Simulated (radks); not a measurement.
Q: The table gives one normalised radial function P(r) = r R(r) of Kr29+ in [He] 2s2 2p3 (r in bohr). Method: scalar-relativistic Kohn-Sham, exchange-only LDA, spin-polarised, spherical densities, point nucleus; open shells are filled with parallel spins first; computed with a radial shooting solver on a logarithmic mesh with Libxc functionals.

r           P
0.001535   0.2336
0.002048   0.3026
0.002731   0.3894
0.003642   0.4967
0.004858   0.6261
0.006479   0.7764
0.008642   0.9411
0.01153    1.1052
0.01537    1.2398
0.0205     1.2980
0.02735    1.2141
0.03677    0.9000
0.04904    0.3142
0.06541   -0.5344
0.08724   -1.4984
0.1164    -2.2795
0.1552    -2.5340
0.207     -2.1186
0.2761    -1.2842
0.3682    -0.5231
0.4911    -0.1277

Which n and l does it have? It may be an empty orbital.

A: n = 2, l = 0: the number of nodes gives n - l - 1 = 1, the rise at small r (about r^(l+1)) gives l, and the extent must fit the shell. The curve is that of 2s up; the table hardly tells the two spins apart. 2s up: eigenvalue -3499.5 eV, 1 radial node at r = 0.0551 bohr, <r> = 0.175 bohr, 90 % of the charge inside 0.268 bohr.
